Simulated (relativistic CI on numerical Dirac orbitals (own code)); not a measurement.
# Ru3+: resonant inelastic scattering at the L2,3 edge

Computed with this model: Dirac-Coulomb-Breit CI, separate exchange-only KLI orbitals for each configuration, model QED (radiative potential, 1s self-energy scaled to tabulated hydrogen-like ionisation energies), valence Slater integrals scaled by 0.9, Kramers-Heisenberg scattering through one core-hole configuration in a parametric crystal field; configurations [Kr] 4d5 → [He] 2s2 2p5 3s2 3p6 3d10 4s2 4p6 4d6; 80 K; core-hole width 2.4 eV; summed over polarisations. Incident energies are the highest absorption maxima for each field (at most a few, so the weaker spin-orbit partner edge can be absent), on the computed scale of the free ion. Intensities are in per cent of the strongest line above 0.02 eV; levels within 1 cm⁻¹ are merged; final levels count from the ground level, the first row holds all elastic scattering, lines under 0.4 are left out and each table stops after 24 rows. The scale of the Slater integrals is a model choice and moves the terms in proportion.

Field parameters in Wybourne normalisation: D4h B²₀ = −7Ds, B⁴₀ = 21(Dq − Dt), B⁴₄ = 21√(5/14) Dq; Td as Oh with Dq negative (B⁴₀ = 21Dq, B⁴₄ = √(5/14) B⁴₀). The field is a parameter set, without covalency.

S is read from ⟨S²⟩ = S(S + 1).

Td, 10Dq = -7950 cm⁻¹:

| Final level (eV) | Degeneracy | Irrep | S | 2843.3 eV | 2972.5 eV |
| --- | --- | --- | --- | --- | --- |
| 0.000 | 6 | Γ7+Γ8 | 2.49 | 6082.8 | 1074.0 |
| 2.295 | 4 | Γ8 | 1.46 | 40.6 | 19.4 |
| 2.313 | 4 | Γ6+Γ7 | 1.48 | 49.9 | 28.6 |
| 2.333 | 4 | Γ8 | 1.49 | 59.2 | 29.1 |
| 2.771 | 4 | Γ8 | 1.46 | 17.3 | 26.3 |
| 2.773 | 2 | Γ6 | 1.49 | 4.2 | 12.0 |
| 2.786 | 4 | Γ8 | 1.48 | 19.5 | 26.0 |
| 2.817 | 2 | Γ7 | 1.48 | 16.9 | 9.3 |
| 3.022 | 4 | Γ8 | 1.46 | 9.2 | 8.5 |
| 3.029 | 2 | Γ7 | 1.47 | 6.4 | 5.5 |
| 3.039 | 2 | Γ6 | 1.48 | 6.8 | 9.5 |
| 3.045 | 4 | Γ8 | 1.45 | 16.4 | 18.8 |
| 3.094 | 4 | Γ8 | 0.76 | 3.2 | 2.0 |
| 3.266 | 2 | Γ7 | 0.70 | 6.3 | 8.6 |
| 3.390 | 2 | Γ7 | 1.38 | 41.9 | 53.1 |
| 3.476 | 4 | Γ8 | 1.49 | 72.7 | 95.3 |
| 3.545 | 4 | Γ8 | 1.48 | 63.0 | 45.4 |
| 3.578 | 2 | Γ6 | 1.47 | 27.8 | 34.0 |
| 3.698 | 2 | Γ6 | 0.84 | 11.7 | 14.1 |
| 3.699 | 2 | Γ7 | 1.44 | 40.6 | 42.0 |
| 3.722 | 4 | Γ8 | 1.34 | 79.0 | 100.0 |
| 3.785 | 2 | Γ6 | 1.32 | 48.2 | 60.7 |
| 3.819 | 2 | Γ7 | 0.62 | 1.4 | 1.7 |
| 3.830 | 4 | Γ8 | 0.79 | 21.7 | 26.1 |

D4h, 10Dq = 15750, Ds = 2060, Dt = -670 cm⁻¹:

| Final level (eV) | Degeneracy | Irrep | S | 2842.8 eV | 2971.5 eV |
| --- | --- | --- | --- | --- | --- |
| 0.000 | 2 | Γ7 | 0.61 | 1267.6 | 128.0 |
| 0.371 | 2 | Γ7 | 2.43 | 2.3 | 1.6 |
| 0.379 | 2 | Γ7 | 2.43 | 2.3 | 5.0 |
| 0.380 | 2 | Γ6 | 2.45 | 0.3 | 0.5 |
| 0.948 | 2 | Γ7 | 1.05 | 27.2 | 14.6 |
| 0.959 | 2 | Γ6 | 1.47 | 17.8 | 14.5 |
| 0.976 | 2 | Γ6 | 1.47 | 2.4 | 7.6 |
| 1.105 | 2 | Γ7 | 1.42 | 14.8 | 10.9 |
| 1.117 | 2 | Γ7 | 1.38 | 12.1 | 15.7 |
| 1.199 | 2 | Γ6 | 0.78 | 8.5 | 24.5 |
| 1.566 | 2 | Γ7 | 1.43 | 47.2 | 8.2 |
| 1.618 | 2 | Γ7 | 1.48 | 33.5 | 16.4 |
| 1.650 | 2 | Γ6 | 1.47 | 42.0 | 9.7 |
| 1.688 | 2 | Γ6 | 1.49 | 14.8 | 6.9 |
| 1.879 | 2 | Γ7 | 1.46 | 3.1 | 1.5 |
| 1.881 | 2 | Γ6 | 1.49 | 2.7 | 0.5 |
| 1.974 | 2 | Γ7 | 0.67 | 52.3 | 36.7 |
| 2.439 | 2 | Γ7 | 0.54 | 100.0 | 19.5 |
| 2.476 | 2 | Γ6 | 0.55 | 86.6 | 23.3 |
| 2.724 | 2 | Γ7 | 0.62 | 21.5 | 16.8 |
| 2.754 | 2 | Γ6 | 0.67 | 24.2 | 9.1 |
| 2.833 | 2 | Γ6 | 0.74 | 37.3 | 19.8 |
| 2.975 | 2 | Γ7 | 1.45 | 0.8 | 0.6 |
| 2.981 | 2 | Γ6 | 1.40 | 5.0 | 2.0 |

For the first field the strongest loss at the lowest incident energy is the level at 4.18 eV (S = 1.31, against 2.49 in the thermal ground state). Levels of other spin, the first over 8 % at 2.30 eV, appear because spin-orbit coupling of the core hole, and in heavier ions of the valence shell too, mixes spins.
